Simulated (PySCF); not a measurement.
These 3 structures share the formula C6H9O2P. Computed with PBE0-D3(BJ)/def2-SVP geometry optimisation, gas phase in PySCF 2.14.0. Energies are electronic, without zero-point or thermal terms, for one conformer each. No frequencies were run at this level. Point groups hold within 0.08 Å.

Question: Rank from lowest to highest electronic energy at this level (kcal/mol).
A. `[CH:1]#[C:2][P:3]1(=[O:4])[CH2:5][CH2:6][O:7][CH2:8][CH2:9]1` with C2–P3–C5–C6 -64°, P3–C5–C6–O7 -56°, C5–C6–O7–C8 69°, C6–O7–C8–C9 -69°
B. `[CH:1]#[C:2][CH2:3][P@:4](=[O:5])([OH:6])[CH2:7][CH:8]=[CH2:9]` with C2–C3–P4–O5 -70°, C3–P4–O6–H 145°, C3–P4–C7–C8 -179°, P4–C7–C8–C9 -110°
C. `[CH3:1][P:2]([CH2:3][OH:4])[c:5]1[cH:6][cH:7][cH:8][o:9]1` with C1–P2–C3–O4 42°, P2–C3–O4–H 55°, C1–P2–C5–C6 125°

Answer: C (0.0), B (15.8), A (21.7).

As drawn, the lowest has an aromatic ring and an O–H bond, which the highest lacks; the highest has a C≡C bond and a P=O bond, which the lowest lacks.

```
             SMILES      E (Eh)  E rel (kcal/mol)  dipole (D)  point group       A, B, C (MHz)
      CP(CO)c1ccco1  -724.88830               0.0        2.01           C1   2430, 1038, 895.2
C#CC[P@](=O)(O)CC=C  -724.86308              15.8        2.50           C1  2178, 912.3, 784.2
    C#CP1(=O)CCOCC1  -724.85370              21.7        3.85           Cs    1916, 1236, 1100
```

How do the relative energies change in single points at PBE0/pcSseg-1 (no added dispersion term) on the same geometries?

| SMILES | PBE0-D3(BJ)/def2-SVP (kcal/mol) | PBE0/pcSseg-1 (kcal/mol) | shift |
| --- | --- | --- | --- |
| CP(CO)c1ccco1 | 0.0 | 0.0 | 0.0 |
| C#CC[P@](=O)(O)CC=C | 15.8 | 8.5 | -7.3 |
| C#CP1(=O)CCOCC1 | 21.7 | 16.9 | -4.8 |

Each column counts from its own lowest isomer. The order is unchanged; the largest shift is 7.3 kcal/mol.
